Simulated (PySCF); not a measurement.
## Exercise with solution: oscillator strength and radiative lifetime

Be(SH)(SMe) (CH₄BeS₂), SMILES [S](C)[Be][SH].

The structure is a stationary point at PBE0-D3(BJ)/def2-SVP. The values are those of a single conformer.

TDA-M06-2X/def2-SVPD run with PySCF 2.14.0 puts the first singlet state with f over 0.02 at 5.93 eV (vertical), with the transition dipole (0.484, -0.442, -0.168) in atomic units.

Task: Find the oscillator strength, the wavelength and the radiative lifetime that this transition would have in vacuum if emission retraced absorption.

Result: 
|μ|² = 0.4578 au, so |μ| = 1.72 D. ΔE = 5.93/27.211 = 0.2179 hartree. f = (2/3) ΔE |μ|² = 0.067 (the program prints 0.067).
λ = 1239.84/5.93 = 209 nm; ν = 47829 cm⁻¹.
Einstein's coefficient A = 0.6670 ν² f s⁻¹ (ν in cm⁻¹) = 1.0e8 s⁻¹, so τ = 1/A = 9.9 ns. This state is S3; the lower singlets have f = 0.000, 0.002. The figure is the radiative limit of this one transition; relaxation, internal conversion, crossing to triplets and a medium change what is measured.
